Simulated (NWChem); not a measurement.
System: BeI$_{2}$; SMILES [I][Be][I]

Results from NWChem. Geometry: optimised at PBE0/def2-SVP. def2 effective core potentials on I; no spin-orbit coupling. Field at 589 nm.

### Question
Estimate the computed values for B3LYP/def2-SVPD (core potentials). Quantities: isotropic polarisability (bohr³); anisotropy (bohr³).

### Answer
```
Quantity                          Result
--------------------------------  ------
isotropic polarisability (bohr³)    93.0
anisotropy (bohr³)                  59.0
```
